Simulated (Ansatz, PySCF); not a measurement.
Complex: HCl (SMILES Cl) (first 2 atoms) with SiH4 (SMILES [SiH4]); geometry from B3LYP-D3(BJ)/def2-TZVP, rigid monomers moved along the line of their centres of mass till Cl1···Si3 is 4.34 Å.
(charge 0, multiplicity 1):
```csv
atom,x (Å),y (Å),z (Å)
Cl,0.6255,1.1381,-0.2247
H,1.1186,-0.0336,-0.0576
Si,-0.3007,-0.2600,3.7769
H,-0.4375,1.2096,3.8574
H,-1.2819,-0.8074,2.8142
H,-0.5385,-0.8564,5.1117
H,1.0678,-0.6096,3.3304
```

Quantity: the interaction energy.

Counterpoise-corrected where a basis set is named; no monomer relaxation.

Cores are frozen in the correlated methods. CBS: X⁻³ extrapolation of the correlation energy, Hartree–Fock from the larger set.

Run with Ansatz (a program for electronic structure) with Gaussian orbitals; PySCF for the dispersion terms. Values without a source in brackets are computed.

Costs are ratios of core time to PBE/def2-TZVPPD (roughly 4 s), for whole runs (searches for the state included, and forces where a run took them) on one shared machine, so rough; each difference counts from -2.7 kJ/mol (CCSD(T)/CBS(aug-cc-pV(D+d)Z, aug-cc-pV(T+d)Z), a level with limits of its own).

A star marks coupled-cluster runs past 200 virtual orbitals, where the program's memory plan changes under this machine's limit, so their costs aren't comparable with smaller runs.

| level | basis functions | cost |
|---|---|---|
| PBE/def2-TZVPPD | 184 | ×1 |
| PBE-D3(BJ)/def2-TZVPPD | 184 | ×1 |
| PBE0/def2-TZVPPD | 184 | ×1 |
| PBE0-D3(BJ)/def2-TZVPPD | 184 | ×1 |
| r2SCAN/def2-TZVPPD | 184 | ×1 |
| r2SCAN-D3(BJ)/def2-TZVPPD | 184 | ×1 |
| B3LYP/def2-TZVPPD | 184 | ×1 |
| B3LYP-D3(BJ)/def2-TZVPPD | 184 | ×1 |
| wB97M-V/def2-TZVPPD | 184 | ×3 |
| CCSD(T)/aug-cc-pV(D+d)Z | 109 | ×4 |
| wB97X-V/def2-TZVPPD | 184 | ×4 |
| CCSD(T)/aug-cc-pV(T+d)Z | 225 | ×40* |

Each difference (kJ/mol): PBE/def2-TZVPPD 1.3; PBE-D3(BJ)/def2-TZVPPD -0.8; PBE0/def2-TZVPPD 1.5; PBE0-D3(BJ)/def2-TZVPPD -0.7; r2SCAN/def2-TZVPPD 0.8; r2SCAN-D3(BJ)/def2-TZVPPD -0.2; B3LYP/def2-TZVPPD 3.1; B3LYP-D3(BJ)/def2-TZVPPD -0.2; wB97M-V/def2-TZVPPD 0.1; CCSD(T)/aug-cc-pV(D+d)Z 0.4; wB97X-V/def2-TZVPPD -0.1; CCSD(T)/aug-cc-pV(T+d)Z 0.1.
